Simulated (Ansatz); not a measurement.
Ansatz (a quantum-chemistry and plane-wave program) input (B3LYP/def2-TZVPD):

Ansatz 0.2 input:
```yaml
crystal:
  periodic: [false, false, false]
  atoms:
    - {symbol: C, position_ang: [-0.39558635, 1.04640118, -0.09293006]}
    - {symbol: C, position_ang: [-1.18815432, -0.22778082, 0.08963297]}
    - {symbol: C, position_ang: [0.35181269, -0.04602439, -0.01412671]}
    - {symbol: O, position_ang: [1.41250103, -0.69974199, -0.00038146]}
    - {symbol: H, position_ang: [-0.51136367, 2.11496173, -0.20352438]}
    - {symbol: H, position_ang: [-1.74776241, -0.67517187, -0.74820044]}
    - {symbol: H, position_ang: [-1.64931435, -0.47742971, 1.05931933]}
basis:
  gaussian:
    orbitals: def2-TZVPD
hamiltonian:
  xc: {name: B3LYP}
total_charge: -1
output: {forces: true}
```

End of the output:

```
integrals: 0.06 GiB planned
859 factors; their error is unknown
mean field: 0.75 GiB planned
mean field evaluation 1: about -5203.5839 eV, gradient 4.0e1 eV
mean field evaluation 2: about -5199.7454 eV, gradient 5.5e1 eV
mean field evaluation 4: about -5207.2355 eV, gradient 6.3e0 eV
mean field evaluation 8: about -5207.3083 eV, gradient 3.3e-2 eV
mean field evaluation 16: about -5207.3042 eV, gradient 1.2e-4 eV
mean field -5207.30419622 eV, -191.3648995734 hartree, gradient 1.7e-5 eV, S^2 0.000000; 0 other end points of the search recorded, 0 dependent functions left out
the calculation of the forces begins
reference -5207.30446042 eV, -191.3649092826 hartree; 15, 15 occupied and 163, 163 virtual orbitals, 859 factors
Total energy: -5207.30446042 eV, -191.3649092826 hartree
Atom 0 at    -0.395586     1.046401    -0.092930 Å, force     0.040533    -0.035158     0.001639 eV/Å
Atom 1 at    -1.188154    -0.227781     0.089633 Å, force     0.023848    -0.019314     0.000814 eV/Å
Atom 2 at     0.351813    -0.046024    -0.014127 Å, force    -0.232530     0.143004    -0.002980 eV/Å
Atom 3 at     1.412501    -0.699742    -0.000381 Å, force     0.153635    -0.098497     0.002408 eV/Å
Atom 4 at    -0.511364     2.114962    -0.203524 Å, force     0.006808     0.016027    -0.002124 eV/Å
Atom 5 at    -1.747762    -0.675172    -0.748200 Å, force     0.003341    -0.004057    -0.009263 eV/Å
Atom 6 at    -1.649314    -0.477430     1.059319 Å, force     0.004363    -0.002004     0.009506 eV/Å
Dipole moment:    -0.410397     0.208016    -0.000404 e Å
```

It need not be the lowest isomer of its formula. Whether it binds its extra electron was not tested at this geometry.
